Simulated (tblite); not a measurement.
C4H9O, doublet, at a GFN2-xTB geometry; GFN1-xTB run with tblite.

tblite was given this input:
```
$ tblite run mol.xyz --method gfn1 --charge 0 --spin 1 --spin-polarized --json tblite.json --no-restart

# file mol.xyz
14

C      1.10798705     1.18179737    -0.76313108
C      1.33034849    -0.07180201    -0.02021535
O      0.27650318    -1.01579934    -0.11597982
C     -0.85408114    -0.70550448     0.66520795
C     -1.67531244     0.46490693     0.13456300
H      0.67540127     1.14301983    -1.74337653
H      1.52015430     2.10484805    -0.40642384
H      1.54862473     0.14020034     1.03936909
H      2.19740896    -0.61752059    -0.43365216
H     -0.54235749    -0.49679618     1.70154342
H     -1.45465890    -1.61952186     0.66060789
H     -1.04658407     1.35510406     0.07587418
H     -2.51483962     0.65957172     0.79662790
H     -2.04882656     0.24110264    -0.86127870
```

What the program printed (banner, timings and long lists left out):

```
xTB calculator
 | screened Coulomb repulsion
 | Coulomb electrostatics
 |  * isotropic Klopman-Ohno-Mataga-Nishimoto electrostatics
 |  * onsite third-order electrostatics
 | DFT-D3(BJ) dispersion correction
 | Interactions (1)
 | [1] spin polarization

halogen bonding energy    0.0000000000000E+00 Eh
repulsion energy          1.9619107164919E-01 Eh
dispersion energy        -4.3557684539211E-03 Eh
interaction energy        0.0000000000000E+00 Eh
number of electrons       3.1000000000000E+01 e
integral cutoff           1.9731147476801E+01 bohr

------------------------------------------------------------
  cycle        total energy    energy error   density error
------------------------------------------------------------
      1     -17.83916234049  -1.8030998E+01   4.1155318E-01
      2     -17.93449212475  -9.5329784E-02   2.4193740E-01
      3     -17.93608607016  -1.5939454E-03   5.0877968E-02
      4     -17.93814849983  -2.0624297E-03   9.3744726E-03
      5     -17.93821171001  -6.3210179E-05   5.4866560E-03
      6     -17.93824324795  -3.1537945E-05   2.4897193E-03
      7     -17.93826691217  -2.3664222E-05   5.9492939E-04
      8     -17.93826855097  -1.6387981E-06   1.1584236E-04
      9     -17.93826855583  -4.8555933E-09   7.1686025E-05
     10     -17.93826857901  -2.3181258E-08   8.5554421E-06
------------------------------------------------------------

electronic energy        -1.8130103882202E+01 Eh
total energy             -1.7938268579007E+01 Eh

Post processing:
 | Mayer-Wiberg bond orders

[Info] JSON dump of results written to 'tblite.json'
```
